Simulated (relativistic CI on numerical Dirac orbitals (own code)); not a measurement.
## Energy levels of Sb²⁹⁺

Computed by Dirac-Coulomb-Breit CI, separate exchange-only KLI orbitals for each configuration, model QED, unscaled Slater integrals (own radial code, finite nucleus).

Configurations in the expansion (outside the closed core [Ne]): 3s²3p⁶3d⁴, 3s²3p⁵3d⁵, 3s3p⁶3d⁵, 3s²3p⁶3d³4s, 3s²3p⁶3d³4p, 3s²3p⁶3d³4d, 3s²3p⁵3d⁴4s, 3s²3p⁶3d³4f, 3s²3p⁵3d⁴4p, 3s3p⁶3d⁴4s, 3s²3p⁶3d²4s4p, 3s²3p⁶3d³5s, 3p⁶3d⁵4p, 3s3p⁶3d⁴4p, 3s²3p⁶3d³5p, 3s²3p⁶3d³5d, 3s3p⁶3d⁴4d, 3s²3p⁶3d³5g, 3s²3p⁶3d³6s, 3p⁶3d⁶, 3p⁵3d⁷, 3p⁵3d⁶4s, 3s²3p⁶3d²4s², 3s²3p⁶3d4s²4p, 3s²3p⁶3d4s²4d, 3p⁶3d⁵4s, 3p⁵3d⁵4s², 3s²3p⁶3d²4p², 3s²3p⁶3d4s4p², 3s²3p⁶3d4p³, 3s²3p⁶3d4p²4d, 3s²3p⁵3d²4s4p², 3s²3p⁶3d²4s4d, 3s²3p⁶3d4s4p4d, 3s²3p⁶3d4s4d², 3s²3p⁵3d²4s²4d, 3s3p⁶3d³4s², 3s3p⁶3d²4s²4p, 3s3p⁶3d²4s²4d. Double excitations out of closed p, d and f shells are left out; levels of such configurations are missing from the list, as are those of other unlisted configurations, and high levels can miss mixing partners. These lack a partner that the ground configuration has and come out too high: 3s²3p⁵3d⁴4p.

The lowest level is 3s²3p⁶3d⁴ ⁵D0, with 51 % of that term; Hund's rules for 3s²3p⁶3d⁴ give ⁵D with J = 0, in agreement.

| No. | Configuration | Term | J | E (eV) | % | Landé g | jj configuration (%) |
| --- | --- | --- | --- | --- | --- | --- | --- |
| 1 | 3s²3p⁶3d⁴ | ⁵D | 0 | 0.0000 | 51 |  | 3d3/2^4 (87) |
| 2 | 3s²3p⁶3d⁴ | ⁵D | 1 | 6.2889 | 78 | 1.495 | 3d3/2^3 3d5/2 (90) |
| 3 | 3s²3p⁶3d⁴ | ⁵D | 2 | 10.6289 | 85 | 1.440 | 3d3/2^2 3d5/2^2 (49) |
| 4 | 3s²3p⁶3d⁴ | ⁵D | 3 | 13.3268 | 74 | 1.395 | 3d3/2^2 3d5/2^2 (44) |
| 5 | 3s²3p⁶3d⁴ | ⁵D | 4 | 13.8063 | 40 | 1.253 | 3d3/2^3 3d5/2 (75) |
| 6 | 3s²3p⁶3d⁴ | ⁵D | 0 | 19.7268 | 47 |  | 3d3/2^2 3d5/2^2 (83) |
| 7 | 3s²3p⁶3d⁴ | ³H | 4 | 20.7176 | 48 | 1.077 | 3d3/2^2 3d5/2^2 (69) |
| 8 | 3s²3p⁶3d⁴ | ³G | 3 | 23.7042 | 61 | 0.938 | 3d3/2^2 3d5/2^2 (55) |
| 9 | 3s²3p⁶3d⁴ | ³F | 2 | 24.2457 | 56 | 0.888 | 3d3/2^2 3d5/2^2 (59) |
| 10 | 3s²3p⁶3d⁴ | ³H | 5 | 25.2235 | 73 | 1.073 | 3d3/2^2 3d5/2^2 (99) |
| 11 | 3s²3p⁶3d⁴ | ³P | 1 | 26.2078 | 67 | 1.314 | 3d3/2^2 3d5/2^2 (74) |
| 12 | 3s²3p⁶3d⁴ | ³H | 6 | 26.9284 | 65 | 1.104 | 3d3/2^2 3d5/2^2 (93) |
| 13 | 3s²3p⁶3d⁴ | ³G | 4 | 29.5164 | 66 | 1.026 | 3d3/2^2 3d5/2^2 (89) |
| 14 | 3s²3p⁶3d⁴ | ³D | 2 | 30.5169 | 45 | 1.197 | 3d3/2^2 3d5/2^2 (83) |
| 15 | 3s²3p⁶3d⁴ | ³D | 3 | 31.3081 | 44 | 1.177 | 3d3/2^2 3d5/2^2 (73) |
| 16 | 3s²3p⁶3d⁴ | ³F | 4 | 32.7057 | 42 | 1.159 | 3d3/2 3d5/2^3 (63) |
| 17 | 3s²3p⁶3d⁴ | ³F | 3 | 35.6975 | 44 | 1.080 | 3d3/2 3d5/2^3 (82) |
| 18 | 3s²3p⁶3d⁴ | ³P | 2 | 36.6494 | 35 | 1.108 | 3d3/2^2 3d5/2^2 (47) |
| 19 | 3s²3p⁶3d⁴ | ³G | 5 | 37.8005 | 73 | 1.151 | 3d3/2 3d5/2^3 (99) |
| 20 | 3s²3p⁶3d⁴ | ¹I | 6 | 38.9386 | 65 | 1.053 | 3d3/2 3d5/2^3 (93) |
| 21 | 3s²3p⁶3d⁴ | ³D | 1 | 39.0443 | 79 | 0.704 | 3d3/2 3d5/2^3 (81) |
| 22 | 3s²3p⁶3d⁴ | ³F | 4 | 42.5475 | 51 | 1.112 | 3d3/2^2 3d5/2^2 (67) |
| 23 | 3s²3p⁶3d⁴ | ¹S | 0 | 43.3687 | 67 |  | 3d3/2 3d5/2^3 (82) |
| 24 | 3s²3p⁶3d⁴ | ³P | 2 | 43.8950 | 53 | 1.244 | 3d3/2^2 3d5/2^2 (54) |
| 25 | 3s²3p⁶3d⁴ | ¹F | 3 | 45.7271 | 54 | 1.071 | 3d3/2 3d5/2^3 (86) |
| 26 | 3s²3p⁶3d⁴ | ³P | 2 | 47.3927 | 50 | 1.132 | 3d3/2^2 3d5/2^2 (57) |
| 27 | 3s²3p⁶3d⁴ | ³F | 4 | 52.2509 | 46 | 1.120 | 3d5/2^4 (68) |
| 28 | 3s²3p⁶3d⁴ | ³F | 3 | 53.8328 | 74 | 1.064 | 3d3/2 3d5/2^3 (98) |
| 29 | 3s²3p⁶3d⁴ | ¹D | 2 | 54.4768 | 39 | 0.958 | 3d5/2^4 (49) |
| 30 | 3s²3p⁶3d⁴ | ³P | 1 | 54.6000 | 96 | 1.470 | 3d3/2 3d5/2^3 (94) |

Energies count from the lowest computed level. Filled j subshells are mostly left out of the jj labels.

The mean weight of the leading LS term, summed over parents, in these 30 levels is 59 %, and that of the leading jj configuration (from the same eigenvectors) 75 %, so jj coupling describes them better and the LS labels are nominal.

At this charge energies of transitions that change n are usually good to better than 1 %, and those within a shell (Δn = 0) to a few per cent. Terms inside the open d or f shell come out 10 to 20 % too wide with unscaled integrals.

LS names give the leading component of a level, which can be under half, so a name can repeat, a term be missing and a line seem to break the LS rules.
